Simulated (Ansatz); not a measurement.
The cluster Pb₃⁺, relaxed as a doublet with UKS PBE-D4/def2-SVP in Ansatz, starting from the PBE-D4/def2-SVP geometry of the neutral singlet. Force threshold 0.02 eV/Å.

In the def2 sets Pb takes a core potential; there is no spin–orbit coupling. The structure comes from a short search, and lower isomers may exist.

Start:

```
atom    x (Å)    y (Å)    z (Å)
 Pb1   1.7255   0.2274  -0.9038
 Pb2  -1.1075  -0.1971  -0.9571
 Pb3  -0.6180  -0.0302   1.8609
```

| step | energy (eV) | largest force component (eV/Å) | SCF passes |
| --- | --- | --- | --- |
| 1 | -15742.3503 | 0.864 | 86 |
| 2 | -15742.4754 | 0.060 | 42 |
| 3 | -15742.4764 | 0.006 | 39 |

Force components are those of the run's own axes.

End:

| atom | x (Å) | y (Å) | z (Å) |
| --- | --- | --- | --- |
| Pb1 | 1.838 | 0.240 | -1.042 |
| Pb2 | -1.102 | -0.196 | -0.953 |
| Pb3 | -0.736 | -0.043 | 1.994 |

By distances, no bond broke or formed. The bond that changes most is Pb2–Pb3, from 2.87 to 2.97 Å (atoms count from 1).

No frequencies were taken in this run, so the end may be a saddle point.

Hardware: 4 threads of Arm Neoverse V2 on a shared host. Wall time 7.5 s.
